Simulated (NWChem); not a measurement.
System: CdH$_{2}$SeO; SMILES [OH][Cd][SeH]

NWChem input:

```
start job
memory heap 200 mb stack 900 mb global 1100 mb
geometry units angstroms noautoz
  Cd    -0.520943     0.445862    -0.047127
  O     -1.038933     2.333892    -0.272149
  H     -0.726789     2.877770     0.460193
  Se     0.032947    -1.920346     0.187553
  H      1.312223    -1.736783    -0.519385
end
basis spherical
  Cd library 3-21g
  O library 3-21g
  H library 3-21g
  Se library 3-21g
end
dft
  xc xtpss03 ctpss03
  iterations 150
  mulliken
end
task dft energy
```

The geometry was optimised at PBE0/def2-SVP (def2 core potentials past Kr).

Predict the main results of this run. (TPSS/3-21G, non-relativistic.) Quantities: basis functions; energy (Ha); highest occupied level (eV); orbital gap (eV); dipole (D).


```yaml
number_of_basis_functions: 71
energy (Ha): -7908.15
highest occupied level (eV): -5.68
orbital gap (eV): 3.75
dipole (D): 1.82
```
